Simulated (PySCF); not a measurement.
PySCF input file for Be(Et)(SH) (C2H6BeS), SMILES [CH2]([Be][SH])C, PBE0-D3(BJ)/def2-SVP. 

```python
import numpy as np
from pyscf import gto, scf, dft
from pyscf.geomopt import geometric_solver

mol = gto.M(
    atom='''
    Be    0.01957045   -0.04347724    0.37602431
    C     0.66154503   -1.49728707   -0.31781651
    C     0.50436864   -1.61786151   -1.84721906
    H     0.21203566   -2.39993306    0.10873054
    H     1.72811094   -1.62905618   -0.10812726
    H     1.00488297   -0.79929181   -2.35827106
    H    -0.54337426   -1.60412457   -2.13686091
    H     0.93948262   -2.55217939   -2.20254746
    S    -0.54837168    1.65519707    1.02971015
    H    -1.64095487    1.36623226    1.70783007
    ''',
    basis='def2-SVP',
    charge=0,
    spin=0,
    max_memory=1600,
    verbose=3,
)
mf = dft.RKS(mol, xc='pbe0').density_fit(auxbasis='def2-universal-jkfit')
mf.disp = 'd3bj'
mf.grids.level = 3
mf.conv_tol = 1e-9
mf.max_cycle = 100
mf.kernel()
grad = mf.nuc_grad_method()
grad.grid_response = mol.nao <= 150
conv, mol_eq = geometric_solver.kernel(grad, convergence_set='GAU_TIGHT', maxsteps=100)
print(mol_eq.tostring(format='xyz'))
mf.reset(mol_eq)
mf.kernel()
```

Program output:

```
converged SCF energy = -492.337653449097
[banner and settings of the optimiser left out]
Geometry optimization cycle 1
Cartesian coordinates (Angstrom)
 Atom        New coordinates             dX        dY        dZ
  Be   0.019570  -0.043477   0.376024    0.000000  0.000000  0.000000
   C   0.661545  -1.497287  -0.317817    0.000000  0.000000  0.000000
   C   0.504369  -1.617862  -1.847219    0.000000  0.000000  0.000000
   H   0.212036  -2.399933   0.108731    0.000000  0.000000  0.000000
   H   1.728111  -1.629056  -0.108127    0.000000  0.000000  0.000000
   H   1.004883  -0.799292  -2.358271    0.000000  0.000000  0.000000
   H  -0.543374  -1.604125  -2.136861    0.000000  0.000000  0.000000
   H   0.939483  -2.552179  -2.202547   -0.000000  0.000000  0.000000
   S  -0.548372   1.655197   1.029710    0.000000  0.000000  0.000000
   H  -1.640955   1.366232   1.707830    0.000000  0.000000  0.000000

WARN: Mole.unit (angstrom) is changed to Bohr

converged SCF energy = -492.33765344909
--------------- DFRKS_Scanner gradients ---------------
         x                y                z
0 Be    -0.0055089422     0.0175877256     0.0041318560
1 C     0.0071737278    -0.0113462449     0.0074264661
2 C    -0.0007515500    -0.0021876315    -0.0139345751
3 H     0.0057842838     0.0032599219    -0.0082507195
4 H    -0.0074123290    -0.0038282862    -0.0066180614
5 H    -0.0036990037    -0.0065997059     0.0067002122
6 H     0.0088495620    -0.0001772712     0.0047549003
7 H    -0.0025303092     0.0061918062     0.0048097278
8 S    -0.0162480101    -0.0118979654     0.0089150948
9 H     0.0143425706     0.0089976515    -0.0079349013
----------------------------------------------
cycle 1: E = -492.337653449  dE = -492.338  norm(grad) = 0.046074
Step    0 : Gradient = 1.457e-02/2.202e-02 (rms/max) Energy = -492.3376534491
Hessian Eigenvalues: 2.30000e-02 2.30000e-02 4.99975e-02 ... 3.47897e-01 3.51467e-01 3.51522e-01

Geometry optimization cycle 2
[...]
6 H    -0.0000077553     0.0000001983    -0.0000021314
7 H     0.0000027342    -0.0000053996    -0.0000009046
8 S     0.0000013437    -0.0000000491     0.0000004584
9 H     0.0000016658    -0.0000008396    -0.0000005365
----------------------------------------------
cycle 56: E = -492.342328892  dE = -1.89593e-08  norm(grad) = 2.53038e-05
Step   55 : Displace = 1.168e-03/2.820e-03 (rms/max) Trust = 3.609e-03 (+) Grad = 8.002e-06/1.810e-05 (rms/max) E (change) = -492.3423288920 (-1.896e-08) Quality = 1.165
Hessian Eigenvalues: 6.45927e-05 1.09382e-04 1.54205e-04 ... 3.49097e-01 3.51550e-01 4.85563e-01

Geometry optimization cycle 57
Cartesian coordinates (Angstrom)
 Atom        New coordinates             dX        dY        dZ
  Be  -0.000192  -0.045122   0.386453   -0.000227  0.000324 -0.000310
   C   0.698088  -1.418148  -0.283488    0.000306  0.000339  0.000214
   C   0.621705  -1.571290  -1.806814    0.000122 -0.000426  0.000316
   H   0.245200  -2.303344   0.206081    0.000823  0.000363  0.000729
   H   1.757244  -1.445390   0.042682    0.000371  0.001016  0.000055
   H   1.107757  -0.730819  -2.327943   -0.000385 -0.000443 -0.000171
   H  -0.420460  -1.604713  -2.163535    0.000084 -0.001109  0.000507
   H   1.110821  -2.494205  -2.160606    0.000510 -0.000350  0.000668
   S  -0.773953   1.522770   1.166816   -0.000875  0.000311 -0.000919
   H  -2.008915   0.968481   1.191808   -0.000728 -0.000026 -0.001089
converged SCF energy = -492.342328893611
--------------- DFRKS_Scanner gradients ---------------
         x                y                z
0 Be    -0.0000026796    -0.0000002949    -0.0000020116
1 C     0.0000002717     0.0000052068     0.0000088109
2 C     0.0000005303    -0.0000010936    -0.0000025396
3 H    -0.0000002699    -0.0000021333    -0.0000003538
4 H     0.0000012680    -0.0000015087    -0.0000009900
5 H     0.0000013561     0.0000030460    -0.0000012337
6 H    -0.0000035801     0.0000001807    -0.0000010910
7 H     0.0000014797    -0.0000029206    -0.0000005395
8 S     0.0000019825     0.0000009552     0.0000004821
9 H    -0.0000003587    -0.0000014375    -0.0000005336
----------------------------------------------
cycle 57: E = -492.342328894  dE = -1.60333e-09  norm(grad) = 1.33759e-05
Step   56 : Displace = 1.697e-04/4.115e-04 (rms/max) Trust = 5.104e-03 (+) Grad = 4.230e-06/1.024e-05 (rms/max) E (change) = -492.3423288936 (-1.603e-09) Quality = 1.371
Hessian Eigenvalues: 5.95311e-05 9.75288e-05 2.78062e-04 ... 3.49135e-01 3.51528e-01 3.90605e-01

Geometry optimization cycle 58
Cartesian coordinates (Angstrom)
 Atom        New coordinates             dX        dY        dZ
  Be   0.000736  -0.044396   0.386039    0.000928  0.000727 -0.000413
   C   0.698016  -1.418168  -0.283416   -0.000072 -0.000020  0.000072
   C   0.620762  -1.572275  -1.806581   -0.000942 -0.000985  0.000233
   H   0.244985  -2.302823   0.206992   -0.000215  0.000521  0.000911
   H   1.757325  -1.445663   0.042232    0.000081 -0.000273 -0.000450
   H   1.106910  -0.732372  -2.328520   -0.000847 -0.001553 -0.000577
   H  -0.421597  -1.605468  -2.162730   -0.001137 -0.000755  0.000805
   H   1.109276  -2.495633  -2.160028   -0.001545 -0.001428  0.000578
   S  -0.771935   1.524315   1.165850    0.002018  0.001545 -0.000966
   H  -2.007183   0.970702   1.191615    0.001732  0.002221 -0.000193
converged SCF energy = -492.342328893935
--------------- DFRKS_Scanner gradients ---------------
         x                y                z
0 Be    -0.0000002009    -0.0000002787    -0.0000005901
1 C    -0.0000009335     0.0000006160    -0.0000016650
2 C    -0.0000001713    -0.0000002992    -0.0000002764
3 H    -0.0000001719    -0.0000006934     0.0000003792
4 H     0.0000011538    -0.0000003224     0.0000003163
5 H    -0.0000002747    -0.0000002313     0.0000004941
6 H     0.0000007613     0.0000001548     0.0000005179
7 H    -0.0000003451     0.0000006818     0.0000005982
8 S    -0.0000002062     0.0000001634     0.0000002383
9 H     0.0000003886     0.0000002089    -0.0000000125
----------------------------------------------
cycle 58: E = -492.342328894  dE = -3.24633e-10  norm(grad) = 3.06289e-06
Step   57 : Displace = 6.089e-05/1.314e-04 (rms/max) Trust = 7.218e-03 (+) Grad = 9.686e-07/2.006e-06 (rms/max) E (change) = -492.3423288939 (-3.246e-10) Quality = 0.336
Hessian Eigenvalues: 8.25021e-05 9.90339e-05 3.09095e-04 ... 3.49181e-01 3.51682e-01 3.84131e-01

Geometry optimization cycle 59
Cartesian coordinates (Angstrom)
 Atom        New coordinates             dX        dY        dZ
  Be   0.000358  -0.044822   0.386327   -0.000378 -0.000426  0.000288
   C   0.698220  -1.418074  -0.283593    0.000204  0.000094 -0.000177
   C   0.621049  -1.571688  -1.806815    0.000286  0.000587 -0.000234
   H   0.245552  -2.303087   0.206504    0.000567 -0.000264 -0.000488
   H   1.757537  -1.445239   0.042058    0.000211  0.000424 -0.000174
   H   1.106857  -0.731404  -2.328459   -0.000053  0.000968  0.000061
   H  -0.421294  -1.605188  -2.162989    0.000303  0.000280 -0.000259
   H   1.109948  -2.494723  -2.160576    0.000672  0.000910 -0.000548
   S  -0.772969   1.523312   1.166644   -0.001034 -0.001002  0.000794
   H  -2.007962   0.969131   1.192352   -0.000779 -0.001571  0.000737
converged SCF energy = -492.342328894276
--------------- DFRKS_Scanner gradients ---------------
         x                y                z
0 Be    -0.0000000243     0.0000000728    -0.0000001430
1 C    -0.0000002473     0.0000009288    -0.0000001847
2 C    -0.0000000359    -0.0000000983    -0.0000010080
3 H    -0.0000002755    -0.0000006826     0.0000004445
4 H     0.0000005806    -0.0000001221     0.0000002323
5 H    -0.0000001255    -0.0000001069     0.0000002349
6 H     0.0000002056     0.0000000637     0.0000001814
7 H    -0.0000000519     0.0000001445     0.0000001432
8 S     0.0000000513    -0.0000000511     0.0000000778
9 H    -0.0000000771    -0.0000001486     0.0000000216
----------------------------------------------
cycle 59: E = -492.342328894  dE = -3.40435e-10  norm(grad) = 1.84449e-06
Step   58 : Displace = 3.616e-05/8.713e-05 (rms/max) Trust = 7.218e-03 (=) Grad = 5.833e-07/1.013e-06 (rms/max) E (change) = -492.3423288943 (-3.404e-10) Quality = 0.898
Hessian Eigenvalues: 8.42582e-05 1.86775e-04 3.13591e-04 ... 3.49136e-01 3.51589e-01 3.83647e-01

Geometry optimization cycle 60
Cartesian coordinates (Angstrom)
 Atom        New coordinates             dX        dY        dZ
  Be   0.000462  -0.044526   0.386096    0.000104  0.000296 -0.000231
   C   0.698138  -1.418068  -0.283424   -0.000082  0.000006  0.000169
   C   0.620993  -1.572092  -1.806606   -0.000056 -0.000404  0.000210
   H   0.245323  -2.302876   0.206903   -0.000229  0.000211  0.000399
   H   1.757439  -1.445299   0.042268   -0.000097 -0.000060  0.000210
   H   1.106943  -0.732025  -2.328468    0.000086 -0.000621 -0.000009
   H  -0.421343  -1.605537  -2.162805   -0.000049 -0.000349  0.000184
   H   1.109767  -2.495297  -2.160096   -0.000181 -0.000574  0.000480
   S  -0.772660   1.523935   1.165960    0.000309  0.000622 -0.000684
   H  -2.007767   0.970005   1.191624    0.000195  0.000874 -0.000728
converged SCF energy = -492.342328894229
--------------- DFRKS_Scanner gradients ---------------
         x                y                z
0 Be    -0.0000001102     0.0000002214     0.0000002133
1 C    -0.0000001262    -0.0000003045     0.0000002965
2 C    -0.0000000644    -0.0000002596    -0.0000001295
3 H     0.0000000117     0.0000000007     0.0000000897
4 H     0.0000002457    -0.0000000625     0.0000001493
5 H     0.0000002770     0.0000004581    -0.0000003198
6 H    -0.0000003586     0.0000000006    -0.0000001280
7 H     0.0000001119    -0.0000002488    -0.0000001270
8 S    -0.0000005979    -0.0000002660     0.0000000441
9 H     0.0000006110     0.0000004605    -0.0000000886
----------------------------------------------
cycle 60: E = -492.342328894  dE = 4.70095e-11  norm(grad) = 1.46082e-06
Step   59 : Displace = 4.058e-05/9.826e-05 (rms/max) Trust = 1.021e-02 (+) Grad = 4.620e-07/7.703e-07 (rms/max) E (change) = -492.3423288942 (+4.701e-11) Quality = -0.241
Poor-quality step dominated by net translation/rotation detected; will project out net forces and torques past this point.
Hessian Eigenvalues: 7.78186e-05 2.54203e-04 3.08181e-04 ... 3.49161e-01 3.51638e-01 3.84147e-01

Geometry optimization cycle 61
Cartesian coordinates (Angstrom)
 Atom        New coordinates             dX        dY        dZ
  Be   0.000426  -0.044551   0.386105   -0.000036 -0.000025  0.000009
   C   0.698165  -1.418045  -0.283447    0.000027  0.000023 -0.000022
   C   0.621014  -1.572046  -1.806629    0.000021  0.000046 -0.000023
   H   0.245397  -2.302884   0.206869    0.000074 -0.000008 -0.000034
   H   1.757470  -1.445230   0.042236    0.000031  0.000069 -0.000032
   H   1.106921  -0.731948  -2.328480   -0.000022  0.000077 -0.000012
   H  -0.421323  -1.605534  -2.162820    0.000020  0.000003 -0.000015
   H   1.109828  -2.495223  -2.160139    0.000061  0.000075 -0.000043
   S  -0.772769   1.523853   1.166009   -0.000110 -0.000081  0.000049
   H  -2.007833   0.969827   1.191748   -0.000066 -0.000177  0.000124
converged SCF energy = -492.342328894198
--------------- DFRKS_Scanner gradients ---------------
         x                y                z
0 Be    -0.0000002504     0.0000002622     0.0000003686
1 C     0.0000004996    -0.0000013970    -0.0000025842
2 C     0.0000001755    -0.0000000038     0.0000019019
3 H     0.0000005210     0.0000008044    -0.0000003794
4 H    -0.0000010211    -0.0000000829    -0.0000002001
5 H    -0.0000003966    -0.0000007718     0.0000003799
6 H     0.0000009362    -0.0000000040     0.0000002426
7 H    -0.0000006037     0.0000011194     0.0000003395
8 S    -0.0000002506    -0.0000002976    -0.0000000316
9 H     0.0000003901     0.0000003711    -0.0000000373
----------------------------------------------
cycle 61: E = -492.342328894  dE = 3.09228e-11  norm(grad) = 4.35382e-06
Step   60 : Displace = 2.110e-05/5.047e-05 (rms/max) Trust = 2.029e-05 (-) Grad = 1.382e-06/2.972e-06 (rms/max) E (change) = -492.3423288942 (+3.092e-11) Quality = -0.416
Hessian Eigenvalues: 7.78186e-05 2.54203e-04 3.08181e-04 ... 3.49161e-01 3.51638e-01 3.84147e-01
Converged! =D

10
XYZ from PySCF
Be          0.00042564       -0.04455142        0.38610544
C           0.69816512       -1.41804534       -0.28344674
C           0.62101433       -1.57204636       -1.80662885
H           0.24539736       -2.30288415        0.20686901
H           1.75746988       -1.44523001        0.04223610
H           1.10692075       -0.73194816       -2.32848037
H          -0.42132294       -1.60553394       -2.16282011
H           1.10982796       -2.49522275       -2.16013882
S          -0.77276940        1.52385345        1.16600902
H          -2.00783322        0.96982717        1.19174813
converged SCF energy = -492.342328894316
```

The calculation finished and met its thresholds.
